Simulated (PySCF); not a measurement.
C6H6NO (charge -1).
Atom-mapped SMILES: `[N:1]#[C:2]/[CH:3]=[C:4](\[O-:5])[CH:6]1[CH2:7][CH2:8]1` (hydrogens: H9 on C3; H10 on C6; H11, H12 on C7; H13, H14 on C8)

Structure optimised with GFN2-xTB, isolated species.

(1) What internal coordinates does the optimisation give?

Results:

(1) 
| bond | length (Å) | order |
| --- | --- | --- |
| N1≡C2 | 1.162 | triple |
| C2–C3 | 1.375 | single |
| C3=C4 | 1.391 | double |
| C4–O5 | 1.249 | single |
| C4–C6 | 1.525 | single |
| C6–C7, C6–C8 | 1.502 | single |
| C7–C8 | 1.494 | single |
| C3–H9 | 1.086 | single |
| C6–H10 | 1.086 | single |
| C7–H11, C8–H13 | 1.080 | single |
| C7–H12, C8–H14 | 1.083 | single |

Bonds in one row agree within 0.01 Å and their mean is given. Orders are formal, as drawn. A selection of angles:
| angle | degrees |
| --- | --- |
| N1–C2–C3 | 176.4 |
| C2–C3–C4 | 125.5 |
| C3–C4–O5 | 128.0 |
| C3–C4–C6 | 114.0 |
| O5–C4–C6 | 118.0 |
| C4–C6–C7 | 118.0 |
| C7–C6–C8 | 59.6 |
| C6–C7–C8 | 60.2 |

Torsions: C2–C3–C4–O5 0° (synperiplanar); C3–C4–C6–C7 -146° (anticlinal); C4–C6–C7–C8 -108° (anticlinal); C4–C6–C8–C7 108° (anticlinal).

Of the pairs four or more bonds apart, H9···H10 is among the closest relative to their van der Waals radii: 2.24 Å, 93 % of the sum of Bondi's values. The 6 C–C bonds span 1.375 Å (C2–C3, drawn single in a drawing that doesn't fit all lengths) to 1.525 Å (C4–C6, drawn single in a drawing that doesn't fit all lengths), a spread of 0.150 Å. C3 (carbon bonded to 2 C and H) is planar (angles 125.5°, 119.2° and 115.3°, sum 360.0°, 0.00 Å off the plane of its three neighbours). The 3-membered ring C6–C7–C8 has internal angles of 59.6° to 60.2°. C4 (vinylic carbon bearing oxygen) is planar (angles 128.0°, 118.0° and 114.0°, sum 360.0°, 0.00 Å off the plane of its three neighbours).

Point group: Cs (every atom within 0.08 Å of its image). Stationary, but not proved a minimum.

One conformer stands for the species.

All values are computed, not measured.
